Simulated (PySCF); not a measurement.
Mg(I)(OH) (HIMgO), SMILES [I][Mg][OH]. Atoms are numbered in the order given.

```xyz
4

Mg     0.0000     0.0000    -1.5908
I      0.0000     0.0000     0.9454
O      0.0000     0.0000    -3.3408
H      0.0000     0.0000    -4.2893
```

Coordinates come from a r2SCAN-D4/def2-TZVP optimisation. The def2 effective core potentials stand for the cores of I; spin–orbit coupling is left out. Other conformers were not sampled.

Computed with PBE0/def2-TZVPD (PySCF).

Mulliken values depend strongly on the basis, most of all with diffuse functions as here. ESP charges are fitted to the potential on shells at 1.4 to 2.0 van der Waals radii. Atomic charges (e):

```
atom  Mulliken  ESP fit
----  --------  -------
Mg1       0.95      [?]
I2       -0.34      [?]
O3       -0.84      [?]
H4        0.23      [?]
```

Question: What belongs in the gaps? (The exact figures need the calculation; the answer reports its results.)

Answer: 
- Mg1, ESP fit: 0.92
- I2, ESP fit: -0.38
- O3, ESP fit: -0.98
- H4, ESP fit: 0.44
